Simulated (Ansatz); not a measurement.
One change: `[OH][Ge]([OH])([SiH3])[Cl]` becomes `C[O][Ge]([OH])([SiH3])[Cl]`.

Ansatz, PBE0-D4/def2-TZVP geometries, multiplicity 1. Each molecule was computed in one conformer, which needn't be the lowest.

Scalar relativity is left out up to krypton.

| property | `[OH][Ge]([OH])([SiH3])[Cl]` |
| --- | --- |
| size of the dipole moment (B3LYP/def2-TZVPP) / D | 1.15 |
| HOMO–LUMO gap (PBE0/def2-TZVPP) / eV | 8.04 |
| HOMO energy (PBE0/def2-TZVPP) / eV | -8.47 |
| HOMO energy (PBE/def2-TZVPP) / eV | -7.10 |
| size of the dipole moment (PBE/def2-TZVPP) / D | 1.07 |
| HOMO energy (ωB97M-V/def2-TZVPP) / eV | -10.57 |

Q: Give the same properties after the change, and the shifts. (Best estimate.)

A: Ansatz gave: 
```tsv
property	`C[O][Ge]([OH])([SiH3])[Cl]`	shift
size of the dipole moment (B3LYP/def2-TZVPP) / D	1.80	0.65
HOMO–LUMO gap (PBE0/def2-TZVPP) / eV	7.67	-0.37
HOMO energy (PBE0/def2-TZVPP) / eV	-8.06	0.41
HOMO energy (PBE/def2-TZVPP) / eV	-6.59	0.51
size of the dipole moment (PBE/def2-TZVPP) / D	1.68	0.61
HOMO energy (ωB97M-V/def2-TZVPP) / eV	-10.25	0.32
```

Dipoles are sizes alone; their direction can turn.

B3LYP here is the variant with VWN-RPA as its local correlation; programs differ in this.
